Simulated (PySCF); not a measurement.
**Polarisability and C₆ of Ca⁺ (calcium, charge +1)**

[Ar] 4s1, 2S determinant. Calculation: PySCF 2.14, in ANO-RCC-VTZP (6s5p2d1f, 38 functions); scalar relativity by spin-free X2C-1e. Coupled (time-dependent) response in atomic units; α is the mean over directions. The basis has no added diffuse functions, which lowers α and C₆.

```csv
method,mean α (bohr³),C₆ (like pair),S(−4)
UHF,95.47,750.3,8674
PBE,78.07,558.5,5867
PBE0,83.18,612.1,6650
B97-3,79.65,574.1,6111
M06-L,62.99,419.2,3637
```

S(−4) is the Cauchy moment in α(ω) = α(0) + S(−4) ω² + …

α(iu) at UHF:

| u (hartree) | α(iu) (bohr³) |
| --- | --- |
| 0 | 95.47 |
| 0.0500 | 77.90 |
| 0.100 | 50.68 |
| 0.200 | 22.35 |
| 0.300 | 12.58 |
| 0.500 | 6.343 |
| 0.750 | 3.952 |
| 1.00 | 2.878 |
| 1.50 | 1.790 |
| 2.00 | 1.220 |
| 3.00 | 0.6586 |
| 5.00 | 0.2739 |

A single London oscillator, α(iu) = α/(1 + u²/ω²), gives C₆ = (3/4) ω α². Matching the computed C₆ needs ω = 4 × 750.3 / (3 × 95.47²) = 0.110 hartree.

For an ion, C₆ is the dispersion term alone; charge-induced terms of lower order in 1/R come first.
